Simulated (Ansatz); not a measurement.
Input file for Ansatz (a program for electronic structure): R-r2SCAN/def2-TZVPPD on CH6F2Si (a complex), monomers drawn apart or pushed together. Files ending in .json are basis or fitting sets from the Basis Set Exchange.

Ansatz 0.2 input:
```yaml
crystal:
  periodic: [false, false, false]
  atoms:
    - {symbol: Si, position_ang: [-0.08844837, 0.05609210, 0.07425440]}
    - {symbol: H, position_ang: [0.20433039, -1.17421800, 0.84566938]}
    - {symbol: H, position_ang: [-1.31282739, 0.69460376, 0.60054249]}
    - {symbol: H, position_ang: [-0.29472636, -0.31395754, -1.34560938]}
    - {symbol: H, position_ang: [1.05693863, 0.98628997, 0.17453923]}
    - {symbol: F, position_ang: [0.25326651, 0.47533164, 5.92648510]}
    - {symbol: C, position_ang: [-0.17427438, -0.64457702, 6.57794886]}
    - {symbol: F, position_ang: [-1.53056128, -0.70411281, 6.48573612]}
    - {symbol: H, position_ang: [0.10363156, -0.56064594, 7.62962284]}
    - {symbol: H, position_ang: [0.25007840, -1.51827564, 6.08200465]}
basis:
  gaussian:
    orbitals: def2-TZVPPD.json
hamiltonian:
  xc: {name: r2SCAN}
scf: {lower_state_search: off}
```

The head of its log:

```
Functional definition: r2SCAN
[...]
these checks for a lower state are left out or cut short: stability, starts, cluster_reference, orbital_swaps, neighbouring_geometries, increment
integrals: 0.17 GiB planned
1227 factors; their error is unknown
mean field: 1.13 GiB planned
mean field evaluation 1: about -14442.8491 eV, gradient 3.4e1 eV
mean field evaluation 2: about -14442.7300 eV, gradient 3.9e1 eV
```

**Question.** Predict the final total energy.

**Answer.** -530.8418 hartree.
